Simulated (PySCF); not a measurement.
A run for PySCF: R-HF/3-21G on H2S (SMILES S).

```python
from pyscf import gto, scf, dft, mp
from pyscf.data.elements import chemcore

mol = gto.M(
    atom='''
    S     0.50697014   -0.18187352   -0.86164302
    H     0.38928504    0.06576997    0.45635031
    H     0.82500026    1.09216337   -1.13977519
    ''',
    basis='3-21g',
    charge=0, spin=0, verbose=3, max_memory=1800)
mf = scf.RHF(mol)
mf.conv_tol = 1e-8
mf.max_cycle = 100
mf.kernel()
if not mf.converged:
    mf = mf.newton().run(mf.mo_coeff, mf.mo_occ)
```

Program output:

```
converged SCF energy = -396.704310184355
```

The calculation finished and met its thresholds.

Cost: roughly 0.08 core-seconds.
